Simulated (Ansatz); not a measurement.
Species: sum formula Si₂H₄Cl (charge 0, doublet). It need not be the lowest isomer of its formula. 
Geometry from a B3LYP-D3(BJ)/def2-TZVP (Ansatz, a quantum-chemistry and plane-wave program) optimisation:
SMILES: [SiH2]([SiH2])Cl
```xyz
7

Si    -1.8714    -0.3051    -0.1831
Si     0.3830    -0.7022     0.2553
Cl     1.4370     1.0385    -0.1541
H     -2.7134    -1.5227    -0.0529
H     -2.4422     0.8042     0.6205
H      0.8978    -1.7741    -0.6243
H      0.6672    -1.0591     1.6650
```
Charge 0, spin multiplicity 2.

Total electronic energies in hartree. Cores are frozen in the correlated levels unless marked. Open shells are spin-unrestricted. Spin-orbit coupling is left out. Non-relativistic. CBS(X,Y): correlation extrapolated as X^-3; Hartree-Fock from the larger set.

| level | program | energy (Eh) |
|---|---|---|
| RI-HF/aug-cc-pV(Q+d)Z | Ansatz | -1039.76702 |
| RI-HF/cc-pV(Q+d)Z | Ansatz | -1039.76677 |
| PBE0/STO-3G | Ansatz | ___ |
| PBE0/def2-SVP | Ansatz | -1040.85288 |
| PBE0-D4/def2-TZVP | Ansatz + dftd4 | -1041.22270 |
| PBE0/def2-QZVPP | Ansatz | -1041.25119 |
| r2SCAN0-D4/def2-TZVPD | Ansatz + dftd4 | -1041.52450 |
| B2GP-PLYP-D4/def2-TZVPD | Ansatz + dftd4 | -1041.10606 |
| B2GP-PLYP/def2-TZVPD | Ansatz | -1041.10335 |
| B2PLYP-D3(BJ)/def2-TZVPD | Ansatz + dftd3 | -1041.23984 |
| MP2/6-31G | Ansatz | -1039.67295 |
| MP2/aug-cc-pV(D+d)Z | Ansatz | -1040.06179 |
| MP2/cc-pV(D+d)Z | Ansatz | -1040.03472 |
| RI-MP2/cc-pV(Q+d)Z | Ansatz | -1040.21873 |
| RI-MP2/CBS(aug-cc-pV(T+d)Z,aug-cc-pV(Q+d)Z) | Ansatz | -1040.2470 |
| SCS-MP2/STO-3G | Ansatz | -1028.20701 |
| CCSD/6-31G | Ansatz | -1039.70891 |
| CCSD/aug-cc-pV(T+d)Z | Ansatz | -1040.23607 |
| CCSD(T)/cc-pV(D+d)Z | Ansatz | -1040.09735 |
| CCSD(T)/aug-cc-pV(T+d)Z | Ansatz | -1040.25547 |
| CCSD(T)/cc-pwCVTZ | Ansatz | -1040.25074 |
| CCSD(T) with core electrons (1s frozen past Ne)/cc-pwCVTZ | Ansatz | -1041.04160 |
| CCSD(T)/CBS(aug-cc-pV(T+d)Z,aug-cc-pV(Q+d)Z) | Ansatz | -1040.3164 |

Problem. Complete the blanks.

Solution. 
- PBE0/STO-3G, energy (Eh): -1029.47996
